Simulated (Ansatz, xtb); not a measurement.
# Relative energy of two isomers of C5H6BNO2

We compare I, `N#C/C=C1/COB(O)C1`, a singlet, with II, `C[C@@H]1OB(O)C=C1C#N`, a singlet. Both are isolated molecules in the gas phase, relaxed with B3LYP/def2-SVP; the shapes shown needn't be the lowest conformers.

I (Å):

```yaml
atoms:
  - { symbol: C, position_ang: [-0.0664, 1.8973, -1.3914] }
  - { symbol: C, position_ang: [0.9349, 0.9035, -1.1727] }
  - { symbol: C, position_ang: [0.8416, -0.0223, -0.1975] }
  - { symbol: C, position_ang: [1.9032, -1.0866, 0.0457] }
  - { symbol: C, position_ang: [-0.2697, -0.2004, 0.8094] }
  - { symbol: B, position_ang: [0.2525, -1.4533, 1.6266] }
  - { symbol: N, position_ang: [-0.8783, 2.7090, -1.5741] }
  - { symbol: O, position_ang: [1.4621, -1.8822, 1.1396] }
  - { symbol: O, position_ang: [-0.3626, -2.0575, 2.6667] }
  - { symbol: H, position_ang: [1.7994, 0.9272, -1.8450] }
  - { symbol: H, position_ang: [2.0481, -1.7281, -0.8419] }
  - { symbol: H, position_ang: [2.8825, -0.6367, 0.2886] }
  - { symbol: H, position_ang: [0.1384, -2.8073, 3.0161] }
  - { symbol: H, position_ang: [-1.2462, -0.3710, 0.3228] }
  - { symbol: H, position_ang: [-0.4090, 0.6994, 1.4345] }
```

II (Å):

```xyz
15

C    -2.0245    0.5609    0.7626
C    -0.8574   -0.4181    0.6980
C    -0.7206   -2.4096   -0.5976
C    -1.2653   -1.8776    0.5206
C    -2.1159   -2.5335    1.4643
B     0.1182   -1.2359   -1.2229
N    -2.8092   -3.0410    2.2465
O    -0.0203   -0.1357   -0.4146
O     0.8834   -1.1703   -2.3380
H    -2.6426    0.4823   -0.1449
H    -1.6419    1.5892    0.8376
H    -2.6558    0.3552    1.6406
H    -0.2512   -0.3230    1.6190
H     0.9156   -1.9947   -2.8357
H    -0.8889   -3.4431   -0.9064
```

Energies in hartree; the thermal terms are from GFN2-xTB frequencies at re-optimised GFN2-xTB minima (ideal gas, soft modes damped towards free rotors, one conformer each, 298.15 K, 1 atm) and include the zero-point energy:

```
                              I           II
E, CCSD(T)/def2-SVP  −422.806577  −422.814369
    E, MP2/def2-SVP  −422.710294  −422.720074
  E, MP2/def2-TZVPP  −423.484999  −423.494460
  zero-point energy     0.107005     0.107669
       H(298 K) − E     0.116585     0.117346
       G(298 K) − E     0.073274     0.074195
```

**Question.** Correct the CCSD(T) difference for the basis set by the MP2 change, then work out ΔE, ΔE₀, ΔH and ΔG for I → II in kcal/mol (1 Eh = 627.51 kcal/mol) and the equilibrium ratio [II]/[I].

**Answer.** 1. Differences II − I: CCSD(T) −0.007792, MP2 in the small set −0.009780, MP2 in the large set −0.009461 Eh.
2. ΔE = −0.007792 + (−0.009461 − (−0.009780)) = −0.007473 Eh = −4.69 kcal/mol.
3. ΔE₀ = ΔE + ΔZPE = −0.007473 + (+0.000664) Eh = −4.27 kcal/mol.
4. ΔH = ΔE + (+0.000761) Eh = −4.21 kcal/mol.
5. ΔG = ΔE + (+0.000921) Eh = −4.11 kcal/mol, so ΔS = (ΔH − ΔG)/T = −1.4 J/(mol K).
6. kT = 0.9442 mEh, so K = [II]/[I] = exp(−ΔG/kT) = exp(+6.94) ≈ 1.0 × 10^3.

Structure II is favoured at this temperature. An error of 1 kcal/mol in ΔG would change K by a factor of 5.4. GFN2-xTB gave ΔE the other sign. Mirror images and further conformers aren't counted.

As drawn, both hold the same kinds of bond in the same numbers. Structure I has 0 methyl groups, II 1.

Other levels gave ΔE = +2.7 (GFN2-xTB); −1.9 (HF/STO-3G, GFN2-xTB geometries); −4.0 (r2SCAN-D4/def2-SVP, GFN2-xTB geometries); −3.1 (B3LYP/def2-SVP); −2.1 (HF/def2-SVP); −6.1 (MP2/def2-SVP); −4.9 (CCSD(T)/def2-SVP) kcal/mol. The correlated steps freeze 9 core orbitals. Programs: Ansatz 0.2.0, xtb 6.7.1.
